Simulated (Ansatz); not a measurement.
Stepwise reaction of tin tetrachloride with hydrogen fluoride, as a gas-phase model of exchange steps in deposition or etching. ΔE in kJ/mol.

Isolated molecules relaxed with PBE0-D4/def2-TZVP in Ansatz; ΔE leaves out vibrations. CBS: MP2 limit from def2 TZ/QZ plus the TZ coupled-cluster correction, frozen cores. This one scheme is used for every species. DFT in def2-TZVPP. B3LYP here is the variant with VWN-RPA as its local correlation; programs differ in this. def2 core potentials past Kr. For Sn outer-core shells are correlated without core-valence functions, which leaves a few kJ/mol of doubt a bond.

```tsv
step	reaction	PBE-D4	B3LYP-D4	ωB97M-V	CCSD(T)/CBS
2	`[F][Sn]([Cl])([Cl])[Cl]` + H–F → `[F][Sn]([F])([Cl])[Cl]` + HCl	36.5	36.7	36.0	40.3
3	`[F][Sn]([F])([Cl])[Cl]` + H–F → `[F][Sn]([F])([F])[Cl]` + HCl	39.1	39.3	38.6	42.4
4	`[F][Sn]([F])([F])[Cl]` + H–F → `[F][Sn]([F])([F])[F]` + HCl	42.5	42.8	42.2	45.5
```

Give the row of step 1, `[Cl][Sn]([Cl])([Cl])[Cl]` + H–F → `[F][Sn]([Cl])([Cl])[Cl]` + HCl. (Estimate.)

Ansatz gave: 
| step | reaction | PBE-D4 | B3LYP-D4 | ωB97M-V | CCSD(T)/CBS |
| --- | --- | --- | --- | --- | --- |
| 1 | `[Cl][Sn]([Cl])([Cl])[Cl]` + H–F → `[F][Sn]([Cl])([Cl])[Cl]` + HCl | 34.5 | 34.8 | 34.2 | 39.0 |

By hand: ΔE of the 4 steps together at CCSD(T)/CBS.

(39.0) + (40.3) + (42.4) + (45.5) = 167.2 kJ/mol, or 41.8 kJ/mol a step.

In ΔE step 1 is the lowest and step 4 the highest. All are uphill at CCSD(T)/CBS. PBE-D4 differs from CCSD(T)/CBS by -4.5 to -3.0 kJ/mol a step. Isolated molecules leave out the surface, adducts and barriers. Largest T1 diagnostic: 0.015.
